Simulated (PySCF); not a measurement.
## Electron correlation in Pt²⁺ (platinum, charge +2)

[Xe] 4f14 5d8, high-spin 3F determinant. Calculation: PySCF 2.14, in x2c-TZVPPall (11s7p7d3f1g, 97 functions); scalar relativity by spin-free X2C-1e. Frozen: [Xe] 4f14; 8 electrons correlated.

```
  level  correlation energy (mhartree)
   CCSD                        -186.32
    (T)                          -5.21
CCSD(T)                        -191.53
```

Diagnostics: T1 = 0.0027, D1 = 0.0040, largest double amplitude 0.034.

Task: Is a single reference adequate?

Result: Yes, within this model without spin-orbit coupling: T1 lies below 0.03 and no double amplitude reaches 0.07.
